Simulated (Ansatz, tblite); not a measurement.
Cost and result up the ladder for Mo(OSiH3)4 (Si₄MoO₄H₁₂) (21 atoms). Charge 0, multiplicity 3. Geometry: PBE-D4/def2-SVP.

```xyz
21

Mo    1.0256   -0.1241   -0.5192
O     1.5911    1.6857   -0.5922
Si    0.7921    3.1619   -0.2831
H    -0.2789    3.4060   -1.3079
H     1.8417    4.2312   -0.3939
H     0.2058    3.1914    1.1026
O     0.4080   -1.0476   -2.0584
Si   -1.1419   -1.3079   -2.7211
H    -1.7119   -0.0175   -3.2389
H    -2.0794   -1.9143   -1.7104
H    -0.9558   -2.2712   -3.8588
O     1.9876   -1.1936    0.6868
Si    2.0333   -2.0244    2.1662
H     3.1532   -1.4642    2.9945
H     2.2737   -3.4801    1.8884
H     0.7191   -1.8429    2.8772
O    -0.7849    0.4686   -0.1222
Si   -1.9893    0.1950    1.0154
H    -1.6464    0.8554    2.3284
H    -2.1723   -1.2836    1.2640
H    -3.2705    0.7764    0.4826
```

Ansatz on 4 threads of Arm Neoverse V1 on a shared host; xTB runs through tblite on one thread. Times are rough, summed over both states, and most runs start from the orbitals of an earlier one. PBE0-D4/def2-TZVP serves as the yardstick here, not as an exact answer. The other state is a doublet.

In the def2 sets Mo takes a core potential; there is no spin–orbit coupling. The xTB rows come from tblite.

Raw xTB energies of ions are shifted by several eV, and xTB has no spin-polarisation term.

```
              level  functions  wall time
           GFN2-xTB         73    0.043 s
           GFN1-xTB         85    0.046 s
   PBE-D4/def2-TZVP        384       37 s
r2SCAN-D4/def2-TZVP        384       79 s
  PBE0-D4/def2-TZVP        384       92 s
```

Problem. Estimate what each level gives for the vertical IE (eV).

Solution. 
| level | vertical IE (eV) | difference from PBE0-D4/def2-TZVP (eV) |
| --- | --- | --- |
| GFN2-xTB | 10.37 | 2.76 |
| GFN1-xTB | 11.00 | 3.39 |
| PBE-D4/def2-TZVP | 6.95 | -0.65 |
| r2SCAN-D4/def2-TZVP | 7.27 | -0.34 |
| PBE0-D4/def2-TZVP | 7.60 | 0.00 |
